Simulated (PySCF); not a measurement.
# One molecule, several mistakes: AlH4NO2

All numbers below are calculated, not measured. The program is PySCF 2.14.0, an open-source quantum chemistry code, run on an isolated molecule that a program drew, which may never have been made. The molecule is AlH4NO2 (charge 0, singlet), drawn as the SMILES string `[NH2][Al]([OH])[OH]`.

Each row is a Hartree-Fock (HF) and frozen-core CCSD(T) single point in the cc-pV(D+d)Z basis, meant for a local HF minimum. Run 1 is clean. Each other run has one planted mistake out of seven kinds, and not every kind appears here: one electron removed, one electron added, multiplicity raised by two, geometry at a saddle point, minimal basis STO-3G, one bond length entered in bohr, all coordinates scaled. The reference is restricted for singlets and unrestricted otherwise, and also for a bond in bohr. Adding or removing an electron swaps singlet and doublet. Electrons count all cores. HOMO and LUMO are orbital energies over both spins, the gradient is its largest component, and the lowest frequency (negative if imaginary) is given only where the gradient is small. Bond lengths are over the 7 bonds as drawn. T1 is the CCSD diagnostic: over 0.02 (restricted) or 0.045 (unrestricted) a single reference is doubtful.

Geometry of the clean run:
```xyz
8
AlH4NO2, angstrom
N    -1.9508    1.9180   -1.2129
Al   -0.5694    0.8757   -0.9237
O    -0.4872   -0.5859   -1.7589
O     0.6719    1.2720    0.1479
H    -2.6945    1.6949   -1.8467
H    -2.1224    2.8076   -0.7868
H     0.1984   -1.2283   -1.6908
H     0.7785    2.0365    0.6859
```

| run | electrons | basis functions | <S^2> | HOMO (eV) | LUMO (eV) | gradient (hartree/bohr) | lowest frequency (cm^-1) | mean bond (Å) | longest bond (Å) | T1 | HF (hartree) | CCSD(T) (hartree) | mistake |
|---|---|---|---|---|---|---|---|---|---|---|---|---|---|
| 1 | 40 | 85 | 0.000 | -10.72 | 3.42 | 2.2e-05 | 222 | 1.2876 | 1.755 | 0.0124 | -448.59418 | -449.23857 | no fault |
| 2 | 40 | 85 | 0.740 | -10.47 | 2.22 | 2.4e-02 | - | 1.4149 | 1.892 | 0.0559 | -448.44825 | -449.08887 | one bond length entered in bohr |
| 3 | 40 | 85 | 2.009 | -3.35 | -0.11 | 7.5e-02 | - | 1.2876 | 1.755 | 0.0181 | -448.39712 | -449.02318 | multiplicity raised by two |
| 4 | 40 | 85 | 0.000 | -10.43 | 2.56 | 6.4e-02 | - | 1.4125 | 1.925 | 0.0160 | -448.52748 | -449.19374 | ? |

**Which mistake was planted in run 4, and what did it cost?**

The mean and the longest bond both change by the same factor, 1.097, and the gradient is no longer small. So the mistake is: all coordinates scaled. Subtracting run 1 and multiplying by 627.51 kcal/mol a hartree, the energy moved by 41.9 kcal/mol in HF and 28.1 kcal/mol in CCSD(T).

Cautions from the logs. Run 2: T1 is over the limit, so its CCSD(T) energy is less reliable.
